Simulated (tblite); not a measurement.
Species: C₆H₁₀ClFSi.
Atom-mapped SMILES: `[CH3:1][CH2:2][C@@H:3]1[CH:4]=[C:5]([Cl:6])[CH2:7][Si@@H:8]1[F:9]` (hydrogens: H10, H11, H12 on C1; H13, H14 on C2; H15 on C3; H16 on C4; H17, H18 on C7; H19 on Si8)

Computed with GFN2-xTB (tblite), gas phase: L-BFGS steps from a force-field or distance-geometry start until the largest atomic force falls under 0.01 eV/Å.

Step 65: E = -789.2498 eV
```
atom  x, y, z in Å  |  force x, y, z in eV/Å
C1      2.5601   -0.0021   -0.7737   -0.024   0.015  -0.003
C2      1.3760    0.7713   -0.2014   -0.010   0.005  -0.005
C3      0.3454   -0.1285    0.5005    0.019  -0.004   0.009
C4     -0.3441   -1.0674   -0.4548    0.008  -0.010   0.019
C5     -1.6659   -1.0379   -0.5218    0.010   0.009   0.000
Cl6    -2.5760   -2.0789   -1.5687    0.031   0.005  -0.009
C7     -2.4503   -0.0927    0.3331   -0.022   0.006   0.001
Si8    -1.1056    0.8032    1.3308    0.014  -0.008  -0.034
F9     -1.0980    2.3822    0.9756    0.025  -0.028   0.008
H10     3.0511   -0.5857    0.0037   -0.012   0.018  -0.022
H11     2.2421   -0.6759   -1.5650   -0.006  -0.013   0.020
H12     3.2860    0.6879   -1.1990    0.002  -0.003   0.034
H13     0.8862    1.3254   -1.0031   -0.027   0.012  -0.002
H14     1.7444    1.4980    0.5263   -0.001   0.011  -0.016
H15     0.8996   -0.7293    1.2296   -0.015  -0.044  -0.003
H16     0.2514   -1.7392   -1.0509   -0.015  -0.006  -0.011
H17    -3.1596   -0.6501    0.9453    0.006   0.018  -0.014
H18    -3.0399    0.5813   -0.2905   -0.005  -0.018  -0.006
H19    -1.2127    0.7475    2.7763    0.023   0.035   0.033
```

Step 66: E = -789.2503 eV
```
atom  x, y, z in Å  |  force x, y, z in eV/Å
C1      2.5590    0.0002   -0.7743   -0.011   0.016  -0.017
C2      1.3732    0.7696   -0.2006    0.000   0.020  -0.016
C3      0.3453   -0.1318    0.5026    0.025   0.002  -0.002
C4     -0.3438   -1.0701   -0.4528   -0.012  -0.019   0.022
C5     -1.6656   -1.0387   -0.5215    0.008   0.023   0.009
Cl6    -2.5758   -2.0761   -1.5699    0.021  -0.012  -0.023
C7     -2.4508   -0.0918    0.3314    0.016   0.021   0.007
Si8    -1.1044    0.8002    1.3321   -0.010  -0.003  -0.017
F9     -1.0889    2.3791    0.9760    0.019  -0.025   0.009
H10     3.0579   -0.5750    0.0033   -0.008   0.003  -0.003
H11     2.2432   -0.6805   -1.5605   -0.013  -0.011   0.018
H12     3.2794    0.6921   -1.2066   -0.005  -0.001   0.034
H13     0.8823    1.3240   -1.0017   -0.031   0.004   0.003
H14     1.7417    1.4964    0.5266   -0.001   0.019  -0.010
H15     0.9007   -0.7306    1.2315   -0.005  -0.058   0.003
H16     0.2503   -1.7436   -1.0481   -0.008  -0.007  -0.014
H17    -3.1651   -0.6455    0.9400    0.003   0.001   0.002
H18    -3.0354    0.5847   -0.2933   -0.009  -0.007  -0.021
H19    -1.2130    0.7467    2.7784    0.022   0.033   0.017
```

Step 67: E = -789.2509 eV
```
atom  x, y, z in Å  |  force x, y, z in eV/Å
C1      2.5578    0.0029   -0.7753    0.011   0.013  -0.027
C2      1.3706    0.7683   -0.2004    0.006   0.022  -0.015
C3      0.3462   -0.1353    0.5048    0.016  -0.002  -0.008
C4     -0.3434   -1.0733   -0.4502   -0.024  -0.024   0.016
C5     -1.6651   -1.0390   -0.5210    0.000   0.026   0.011
Cl6    -2.5752   -2.0738   -1.5714    0.016  -0.022  -0.030
C7     -2.4510   -0.0902    0.3293    0.032   0.028   0.011
Si8    -1.1032    0.7969    1.3337   -0.024   0.003   0.003
F9     -1.0795    2.3758    0.9791    0.013  -0.018   0.005
H10     3.0655   -0.5634    0.0030   -0.013  -0.004   0.005
H11     2.2435   -0.6860   -1.5551   -0.013  -0.001   0.018
H12     3.2727    0.6969   -1.2146   -0.019  -0.008   0.031
H13     0.8774    1.3225   -1.0007   -0.030  -0.005   0.010
H14     1.7391    1.4953    0.5264   -0.003   0.029  -0.005
H15     0.9022   -0.7341    1.2329    0.004  -0.054   0.003
H16     0.2485   -1.7491   -1.0450   -0.001  -0.004  -0.011
H17    -3.1710   -0.6408    0.9339    0.011  -0.004   0.009
H18    -3.0310    0.5883   -0.2975   -0.005   0.000  -0.025
H19    -1.2136    0.7473    2.7807    0.022   0.025   0.001
```

Problem. Estimate the geometry and energy of step 68. (The exact step hangs on the optimiser's Hessian estimate; all steps are aligned on step 67, rigid shifts and turns removed.)

Solution. E = -789.2515 eV, largest force 0.050 eV/Å
```
atom  x, y, z in Å  |  force x, y, z in eV/Å
C1      2.5562    0.0056   -0.7762    0.017   0.003  -0.021
C2      1.3679    0.7679   -0.2005    0.008   0.013  -0.004
C3      0.3473   -0.1385    0.5067    0.001  -0.013  -0.010
C4     -0.3431   -1.0761   -0.4477   -0.032  -0.024   0.002
C5     -1.6644   -1.0388   -0.5208   -0.007   0.019   0.006
Cl6    -2.5726   -2.0723   -1.5739    0.008  -0.024  -0.030
C7     -2.4509   -0.0886    0.3273    0.040   0.027   0.012
Si8    -1.1023    0.7939    1.3349   -0.020   0.013   0.026
F9     -1.0701    2.3729    0.9817    0.007  -0.008  -0.002
H10     3.0694   -0.5536    0.0030   -0.012  -0.018   0.020
H11     2.2433   -0.6898   -1.5506   -0.014   0.004   0.007
H12     3.2674    0.7003   -1.2190   -0.017   0.003   0.011
H13     0.8717    1.3216   -0.9997   -0.026  -0.014   0.019
H14     1.7370    1.4947    0.5258   -0.008   0.039  -0.003
H15     0.9025   -0.7398    1.2336    0.017  -0.034  -0.002
H16     0.2458   -1.7542   -1.0432    0.010   0.000  -0.006
H17    -3.1745   -0.6365    0.9293    0.010  -0.018   0.022
H18    -3.0287    0.5896   -0.3011   -0.001   0.017  -0.032
H19    -1.2118    0.7508    2.7830    0.018   0.014  -0.016
```

The energy changes by -0.0007 eV. The first-order estimate −F·Δx gives -0.0009 eV and the mean of the old and new forces, exact on a quadratic surface, -0.0007 eV. The step makes an angle of 73° with the force vector and moves no atom by more than 0.011 Å.

The cost below is that of the whole relaxation. On an Arm Neoverse N1 with one thread, shared host, this took 1.6 s of wall time.
